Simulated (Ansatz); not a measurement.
Basis sets compared for Cu(PH3)Br (CuPH₃Br). The state is a singlet with charge 0. Geometry PBE0-D4/def2-TZVP. Ansatz on 4 threads of Arm Neoverse V2 on a shared host; times are rough, and most runs start from earlier orbitals.

```xyz
6

Cu    1.311   -0.535   -0.098
P    -0.694    0.283    0.050
H    -0.855    1.662    0.298
H    -1.562   -0.207    1.047
H    -1.565    0.170   -1.052
Br    3.365   -1.373   -0.245
```

Binding counts from free atoms (Cu doublet, P quartet, H doublet, Br doublet) in the same basis, without a counterpoise term.

```json
{"level": "PBE-D4/def2-SVP", "functions": "96", "energy (Eh)": "-4556.4497", "HOMO (eV)": "-5.19", "LUMO (eV)": "-1.28", "binding per atom (eV)": "2.65", "wall time": "0.85 s"}
{"level": "PBE-D4/def2-TZVP (with forces)", "functions": "148", "energy (Eh)": "-4557.1412", "HOMO (eV)": "-5.64", "LUMO (eV)": "-1.78", "binding per atom (eV)": "2.60", "wall time": "1.6 s"}
{"level": "r2SCAN-D4/def2-TZVP", "functions": "148", "energy (Eh)": "-4557.8778", "HOMO (eV)": "-5.86", "LUMO (eV)": "-1.57", "binding per atom (eV)": "2.63", "wall time": "3.2 s"}
{"level": "PBE0-D4/def2-SVP", "functions": "96", "energy (Eh)": "-4556.5776", "HOMO (eV)": "-6.39", "LUMO (eV)": "-0.46", "binding per atom (eV)": "2.57", "wall time": "1.5 s"}
{"level": "PBE0-D4/def2-TZVP", "functions": "148", "energy (Eh)": "-4557.2563", "HOMO (eV)": "-6.78", "LUMO (eV)": "-0.95", "binding per atom (eV)": "2.55", "wall time": "2.8 s"}
```

Q: Estimate the rows for PBE-D4/def2-TZVPD, r2SCAN-D4/def2-TZVPD, PBE0-D4/def2-TZVPD.

A: 
```tsv
level	functions	energy (Eh)	HOMO (eV)	LUMO (eV)	binding per atom (eV)	wall time
PBE-D4/def2-TZVPD	175	-4557.1446	-5.74	-1.92	2.62	1.9 s
r2SCAN-D4/def2-TZVPD	175	-4557.8803	-5.93	-1.69	2.64	5 s
PBE0-D4/def2-TZVPD	175	-4557.2589	-6.86	-1.12	2.56	3.2 s
```
